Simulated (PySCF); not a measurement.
Coordinates in bohr (charge 0 multiplicity 6):
```
Co    0.1029    0.0000    0.0941
N    -0.3112    0.0000    3.6415
O    -0.1725    0.0000   -3.2537
H     1.1759    0.0000   -4.4593
```

Level of theory: PySCF, UPBE0, basis Co def2-TZVP, N def2-TZVP, O def2-TZVP, H def2-TZVP (no relativity, density fitting).

This geometry of CoN(OH) is a stationary point at this level.

Problem. What is the point group?

Solution. Cs.

Problem. Is it a minimum?

Solution. No: it has 1 imaginary mode, at 201i cm⁻¹ (a'').

Problem. Which band is strongest in the infrared?

Solution. 607 cm⁻¹ (a'), 224 km/mol.

Problem. What are the dipole moment and the gap between the highest occupied and lowest empty levels of either spin?

Solution. 2.49 D and 3.60 eV.

This need not be the most stable arrangement of these atoms. Other spin states or occupations of the open shell can lie lower. At this level a broken-symmetry Ms = 1/2 minimum of Cs symmetry lies 48 kJ/mol below this structure.
